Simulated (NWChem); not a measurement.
ZrH₄S₃; SMILES [SH][ZrH]([SH])[SH]

```xyz
8

Zr     0.0000     0.0000    -0.2601
H      0.0000     0.0000    -2.0954
S     -0.4925     2.2817     0.4008
H     -1.6518     1.8918     0.9871
S     -1.7298    -1.5674     0.4008
H     -0.8125    -2.3764     0.9871
S      2.2223    -0.7144     0.4008
H      2.4642     0.4846     0.9871
```
Atoms are numbered in this order, from 1.

Computed with NWChem. Geometry: optimised at PBE0/def2-SVP. No frequency run checked for a minimum. def2 effective core potentials on Zr; no spin-orbit coupling. Ions are spin-unrestricted doublets at the neutral geometry; other ion states weren't tried.

Problem. Estimate the computed values for PBE/def2-SVP. Quantities: vertical ionisation energy, ΔSCF (eV); −ε(HOMO) (eV).

Solution. 
- vertical ionisation energy, ΔSCF (eV) = 9.29
- −ε(HOMO) (eV) = 6.82
